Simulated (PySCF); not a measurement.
WO2Cl, SMILES [O]=[W+]([Cl])=[O], charge +1, multiplicity 1. Geometry: B3LYP-D3(BJ)/def2-SVP. The multiplicity is an assumed one; other spin states were not compared. The isomer is the one that the SMILES or the coordinates give; other isomers of the formula were not compared. The def2 effective core potentials stand for the cores of W; spin–orbit coupling is left out.

The numbers are results of B3LYP-D3(BJ)/def2-SVP (PySCF), not measurements.

Harmonic wavenumbers (cm⁻¹): 222, 228, 385, 450, 1030, 1076. Rotational constants (GHz): 6.489, 2.669, 2.263; symmetry number 1.

Q: Work out the zero-point energy and the ideal-gas rigid-rotor harmonic-oscillator thermochemistry at 298.15 K and 1 atm.

A: ZPE = ½ Σ hcν = ½ × 3392 cm⁻¹ = 20.29 kJ/mol. H − E(el) = 34.65 kJ/mol. Entropy in J/(mol K): translation 177.67, rotation 110.91, vibration 24.26, total 312.85. G − E(el) = -58.63 kJ/mol. Cp = 63.02 J/(mol K).
